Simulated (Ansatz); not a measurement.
Steps of a relaxation of `FC1=CC(F)(F)C1F` with RKS PBE0-D4/def2-TZVP.

```sh
$ ansatz run in.yaml --threads 8 --pin off --events-out ev --progress --plain --max-ram 18278MiB
```

```yaml
crystal:
  periodic: [false, false, false]
  atoms:
    - {symbol: F, position_ang: [-1.763273, -0.106914, 1.670452]}
    - {symbol: C, position_ang: [-0.863016, 0.026218, 0.715963]}
    - {symbol: C, position_ang: [-0.789917, 0.799947, -0.391076]}
    - {symbol: C, position_ang: [0.554934, 0.211764, -0.736883]}
    - {symbol: F, position_ang: [0.626175, -0.425780, -1.941387]}
    - {symbol: F, position_ang: [1.621918, 1.050509, -0.659574]}
    - {symbol: C, position_ang: [0.423813, -0.736584, 0.511305]}
    - {symbol: F, position_ang: [1.389300, -0.583733, 1.472952]}
    - {symbol: H, position_ang: [-1.442389, 1.526963, -0.889143]}
    - {symbol: H, position_ang: [0.325754, -1.813490, 0.250290]}
basis:
  gaussian: {orbitals: def2-TZVP}
hamiltonian: {xc: pbe0, dispersion: d4}
relax: {f_tol: 0.005, max_steps: 150}
```

Positions (Å) and forces (eV/Å) along the path, 5 of 5 steps:

```xyz
10
step=1 energy=-15037.5386 eV
F    -1.763   -0.107    1.670    0.452    0.061   -0.475
C    -0.863    0.026    0.716    0.058    0.428   -0.604
C    -0.790    0.800   -0.391   -0.053   -0.420    0.643
C     0.555    0.212   -0.737    0.055    0.034    0.091
F     0.626   -0.426   -1.941    0.050    0.312    0.533
F     1.622    1.051   -0.660   -0.527   -0.407   -0.154
C     0.424   -0.737    0.511   -0.110   -0.139   -0.158
F     1.389   -0.584    1.473   -0.373   -0.070   -0.339
H    -1.442    1.527   -0.889    0.353   -0.394    0.264
H     0.326   -1.813    0.250    0.094    0.596    0.200
10
step=2 energy=-15037.5836 eV
F    -1.752   -0.105    1.657    0.158    0.018   -0.156
C    -0.857    0.028    0.708    0.022    0.076   -0.152
C    -0.785    0.795   -0.385    0.013   -0.136    0.177
C     0.552    0.211   -0.732    0.043    0.027    0.002
F     0.626   -0.422   -1.930    0.017    0.112    0.199
F     1.610    1.049   -0.664   -0.213   -0.177   -0.046
C     0.420   -0.735    0.506   -0.063    0.021   -0.034
F     1.377   -0.585    1.467   -0.107   -0.024   -0.103
H    -1.431    1.513   -0.877    0.098   -0.092    0.065
H     0.324   -1.800    0.254    0.032    0.175    0.048
10
step=3 energy=-15037.5887 eV
F    -1.747   -0.107    1.650    0.001   -0.006    0.005
C    -0.856    0.026    0.704    0.009    0.000    0.018
C    -0.783    0.793   -0.382   -0.011   -0.001   -0.013
C     0.550    0.209   -0.731    0.025    0.014    0.009
F     0.624   -0.423   -1.924   -0.006   -0.002    0.004
F     1.603    1.043   -0.667    0.001    0.000   -0.005
C     0.418   -0.732    0.504   -0.020   -0.001   -0.013
F     1.371   -0.582    1.465   -0.001    0.006    0.003
H    -1.423    1.513   -0.870    0.000    0.006   -0.007
H     0.327   -1.792    0.254    0.002   -0.016   -0.001
10
step=4 energy=-15037.5887 eV
F    -1.746   -0.107    1.650    0.002   -0.003    0.002
C    -0.856    0.027    0.704   -0.002   -0.001   -0.004
C    -0.783    0.793   -0.383   -0.004    0.001    0.003
C     0.550    0.210   -0.730    0.008    0.004    0.003
F     0.624   -0.423   -1.923   -0.001   -0.003   -0.005
F     1.603    1.044   -0.667   -0.004   -0.004   -0.001
C     0.418   -0.733    0.504   -0.008    0.003   -0.004
F     1.370   -0.582    1.465    0.005    0.001    0.007
H    -1.423    1.512   -0.871    0.003    0.002   -0.002
H     0.326   -1.792    0.253    0.001   -0.001    0.000
10
step=5 energy=-15037.5887 eV
F    -1.747   -0.108    1.650    0.001   -0.002    0.001
C    -0.856    0.027    0.704   -0.001    0.003   -0.004
C    -0.783    0.793   -0.383   -0.002    0.000    0.004
C     0.550    0.210   -0.731    0.003    0.003    0.004
F     0.624   -0.423   -1.923   -0.001   -0.002   -0.002
F     1.603    1.044   -0.667   -0.001   -0.002   -0.001
C     0.418   -0.732    0.504   -0.003   -0.003   -0.003
F     1.370   -0.581    1.465    0.001    0.001    0.002
H    -1.423    1.513   -0.871    0.002    0.000   -0.001
H     0.327   -1.793    0.254    0.002    0.001    0.001
```

Run time 18 s (8 threads of an Arm Neoverse V1 on a shared host); peak host memory 0.81 GiB.
